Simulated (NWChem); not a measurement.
Species: MgSiH₃Cl; SMILES [SiH3][Mg][Cl]

Results from NWChem. Geometry: optimised at PBE0/def2-SVP. Vertical excitations in the gas phase; the lowest state need not have the same character in each row.

```
level                        lowest excitation, singlet (eV)  oscillator strength of that lowest state  orbital gap (eV)
---------------------------  -------------------------------  ----------------------------------------  ----------------
PBE/def2-SVPD, TDA                                      5.29                                     0.050              4.65
B3LYP/def2-SVPD, TDA                                       …                                         …                 …
Hartree-Fock/def2-SVPD, CIS                             5.94                                     0.168             10.64
CAM-B3LYP/def2-SVPD, TDA                                5.66                                     0.113              8.28
```

Question: Complete the blanks.

Answer: 
- B3LYP/def2-SVPD, TDA, lowest excitation, singlet (eV): 5.49
- B3LYP/def2-SVPD, TDA, oscillator strength of that lowest state: 0.092
- B3LYP/def2-SVPD, TDA, orbital gap (eV): 5.88
